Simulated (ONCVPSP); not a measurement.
# nitrogen: one change to an ONCV potential, before and after

```json
{
 "Element": "N (Z = 7)",
 "Generator": "ONCVPSP 4.0.1",
 "Type": "optimised norm-conserving Vanderbilt (ONCV)",
 "Functional": "LDA (Perdew-Zunger)",
 "Relativity": "scalar-relativistic",
 "Frozen core": "[He]",
 "Valence charge": "5",
 "Reference configuration": "2s1.5 2p3.5",
 "Partial waves": "2s: rc 0.75 bohr, ncon 4, nbas 7, qcut 8.9 1/bohr, local; 2p: rc 1.25 bohr, ncon 4, nbas 8, qcut 7.2 1/bohr, 2 projectors, debl 2.2 Ha; d scattering state at 0.06 Ha: rc 1.05 bohr, ncon 3, nbas 7, qcut 8.3 1/bohr, 2 projectors, debl 2.3 Ha",
 "Local potential": "the s channel",
 "Core correction": "none"
}
```

All-electron outer shells of the reference configuration (LDA (Perdew-Zunger), scalar-relativistic, ld1.x):

```json
{"shell": "1s", "level (eV)": "-381.89", "outermost node (bohr)": "–", "outermost maximum (bohr)": "0.15"}
{"shell": "2s", "level (eV)": "-18.65", "outermost node (bohr)": "0.32", "outermost maximum (bohr)": "1.02"}
{"shell": "2p", "level (eV)": "-7.45", "outermost node (bohr)": "–", "outermost maximum (bohr)": "0.97"}
```

Change: s: rc 0.78.

Cutoffs: the cutoffs (Ha) at which the residual kinetic energy of the hardest occupied pseudo-wave falls to 1 and 0.1 mHa per electron; they do not see the model core or the augmentation charge, which bear on the density cutoff. Errors are all-electron minus pseudo energies relative to the spin-unpolarised reference configuration.

Task: What does the change do?

Result: The potential gets softer (30 Ha and 187 Ha → 29 Ha and 117 Ha); the errors of the 4 common tests hardly move; neither file shows a bound ghost. A larger radius leaves more room for a smooth pseudo-wave, so fewer plane waves are needed.

| quantity | base | changed |
| --- | --- | --- |
| cutoff, loose | 30 Ha | 29 Ha |
| cutoff, tight | 187 Ha | 117 Ha |
| loose cutoff by channel | s 30 Ha, p 28 Ha | s 29 Ha, p 28 Ha |
| bound ghosts | none | none |
| GHOST(+) flags under 300 eV | none | none |
| error for 2s2 2p3, meV [ΔE -5.60 eV] | +3.0 | +3.0 |
| error for 2s2 2p2, meV [ΔE 8.14 eV] | +30 | +29 |
| error for 2s2 2p1, meV [ΔE 37.11 eV] | +172 | +171 |
| error for 2s1 2p4, meV [ΔE 5.61 eV] | +3.1 | +3.0 |
| p: phases at 1.27 bohr within 0.05 rad from the reference energy up to (Ha; the scan ends near 5) | to the end of the scan | to the end of the scan |
| d: phases at 1.06 bohr within 0.05 rad from the reference energy up to (Ha; the scan ends near 5) | to the end of the scan | to the end of the scan |
